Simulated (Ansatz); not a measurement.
# Reading a saddle point

A first-order saddle point of SiH2Cl4O, closed shell, PBE0-D4/def2-TZVP, with one imaginary mode of 392i cm⁻¹:

```xyz
8
angstrom
Si -0.5789 -0.2450 0.0890
O 1.1537 -0.1005 -0.1798
Cl -0.5991 -2.1376 -0.7974
Cl -1.1769 -0.6790 1.9680
Cl -1.8592 0.7309 -1.1414
H 1.2663 0.9483 0.1112
Cl 0.2321 2.0148 0.8930
H 1.5620 -0.5320 -0.9425
```

Program: Ansatz 0.2.0. Basis: def2-TZVPP and def2-QZVPP. Cores are frozen in the correlated methods. Extrapolation: Hartree–Fock as exp(−7.88 √X), correlation as X^−2.97.

Q: Which contacts change along the imaginary mode, and what lies on either side? (Judge from chemistry; the calculation decides.)

A: Computed: The step is SiHCl₃O ([OH][Si]([Cl])([Cl])[Cl]) + HCl → SiCl₄ ([Cl][Si]([Cl])([Cl])[Cl]) + H₂O, with the molecules in contact on both sides. Shortening one way: Si1–Cl7, O2–H6; lengthening the same way: Si1–O2, H6–Cl7.
```json
{"pair": "Si1–Cl7", "one side (Å)": "4.44", "saddle (Å)": "2.53", "other side (Å)": "2.02"}
{"pair": "O2–H6", "one side (Å)": "1.97", "saddle (Å)": "1.09", "other side (Å)": "0.96"}
{"pair": "Si1–O2", "one side (Å)": "1.63", "saddle (Å)": "1.76", "other side (Å)": "3.46"}
{"pair": "H6–Cl7", "one side (Å)": "1.29", "saddle (Å)": "1.68", "other side (Å)": "3.58"}
```

Q: Which side is lower, and how far does the saddle lie above each? (Judge from chemistry; the value comes from the calculation.)

A: Computed: The side with Si1–O2, H6–Cl7 short is lower by 0.228 eV; the saddle lies 1.326 eV above it and 1.098 eV above the other (CCSD(T) at an estimated basis limit (MP2 extrapolated from triple and quadruple zeta, plus CCSD(T) − MP2 in triple zeta); electronic energies).

No T1 diagnostic of these runs exceeds 0.010. The end structure is not quite a true minimum (one mode of 35i cm⁻¹).

Hydrogen chloride, the by-product of chloride precursors, can attack films and sites by steps of this kind.

Labels in which every atom is bracketed show which atoms are joined, not bond orders.

For scale, one of the runs: CCSD(T)/def2-TZVPP, 269 basis functions, launched by `ansatz run in.yaml --threads 8 --pin off --events-out ev --progress --plain --max-ram 19148MiB`. Time: 3 min of wall clock on 8 CPU threads of an Intel Xeon; the host was shared. Peak host memory: 6.2 GiB.
